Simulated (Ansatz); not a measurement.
C3H8SeSi, SMILES `C=C[Se][SiH2]C`. The species carries charge 0 and has multiplicity 1. Correlated methods include outer-core shells of Se, which these sets cover unevenly. Scalar relativity is left out up to krypton.

Cartesian coordinates in Å:
```
C -0.580 -1.593 1.929
C -0.276 -2.169 0.775
Se 0.197 -1.349 -0.870
Si 0.101 0.853 -0.277
C 0.550 1.829 -1.802
H -0.831 -2.205 2.788
H -0.593 -0.519 2.076
H -0.277 -3.250 0.679
H -1.267 1.186 0.201
H 1.051 1.114 0.838
H -0.153 1.630 -2.613
H 0.523 2.898 -1.580
H 1.555 1.576 -2.145
```

(1) Give the diagnostics of a CCSD(T)/def2-TZVPP run (frozen core, Ansatz). (Best estimate.)

Results:

(1) Ansatz gave: T1 = 0.0106, largest single amplitude 0.014, largest double 0.059, (T) share of the correlation energy 4.1 %, 9 CCSD cycles. The RHF solution is stable towards an unrestricted one. T1 lies under the customary mark of 0.02 for closed shells.
